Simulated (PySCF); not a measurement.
How methods differ on the excitation energy of C²⁺

C²⁺ [He] 2s2 (1S) → C²⁺ [He] 2s1 3d1 (3D), as a difference of total energies. Computed with PySCF 2.14 in aug-cc-pVQZ (6s5p4d3f2g, 80 functions), with no relativity, point nucleus. Correlated levels: valence: 1s2 frozen. The calculations carry no spin-orbit coupling.

| method | excitation energy (eV) |
| --- | --- |
| UHF | 31.689 |
| MP2 (valence) | 32.789 |
| SCS-MP2 (valence) | 33.133 |
| CCSD (valence) | 33.425 |

Question: How much does correlation contribute at MP2 (valence)?

Answer: 32.789 − (31.689) = 1.100 eV, measured against UHF.

The promoted electron is Rydberg-like, and one or two diffuse shells describe it only roughly, which tends to raise the upper state.

With two correlated electrons CCSD is exact in that space.
